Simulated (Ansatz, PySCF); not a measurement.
Reaction (SMILES): CC(F)F → C[C](F)F + H atom (the C-H bond at the site shown breaks; other sites are not compared here)
Geometries: B3LYP-D3(BJ)/def2-TZVP minima from Ansatz (a quantum-chemistry and plane-wave program).

Quantity: bond dissociation energy (0 K, with B3LYP-D3(BJ) harmonic zero-point energies from PySCF), in kcal/mol. Valence correlation only, unless marked. Open shells are spin-unrestricted. No spin-orbit coupling. Non-relativistic unless marked X2C. CBS marks a two-point X^-3 extrapolation of the correlation energy; Hartree-Fock from the larger set (for Q and 5 zeta extrapolated as (X+1)exp(-9√X)).

| level | program | bond dissociation energy (kcal/mol) |
|---|---|---|
| r2SCAN/def2-TZVPD | Ansatz | 92.7 |
| B3LYP-D3(BJ)/def2-TZVPD | Ansatz + dftd3 | 96.2 |
| PBE0-D3(BJ)/def2-TZVP | Ansatz + dftd3 | ___ |
| PBE0/def2-QZVPP | Ansatz | 93.9 |
| r2SCAN0/def2-TZVPD | Ansatz | 93.0 |
| HSE06/def2-TZVPD | Ansatz | ___ |
| LC-wPBE/def2-TZVPD | Ansatz | 93.5 |
| PBE-QIDH/def2-TZVPD | Ansatz | 95.5 |
| X2C-CCSD(T)/cc-pVTZ-DK | Ansatz | ___ |
| CCSD(T)/CBS(cc-pVQZ,cc-pV5Z) | Ansatz | ___ |

Q: What belongs in the gaps?

A: 
- PBE0-D3(BJ)/def2-TZVP, bond dissociation energy (kcal/mol): 94.0
- HSE06/def2-TZVPD, bond dissociation energy (kcal/mol): 93.8
- X2C-CCSD(T)/cc-pVTZ-DK, bond dissociation energy (kcal/mol): 98.6
- CCSD(T)/CBS(cc-pVQZ,cc-pV5Z), bond dissociation energy (kcal/mol): 99.7
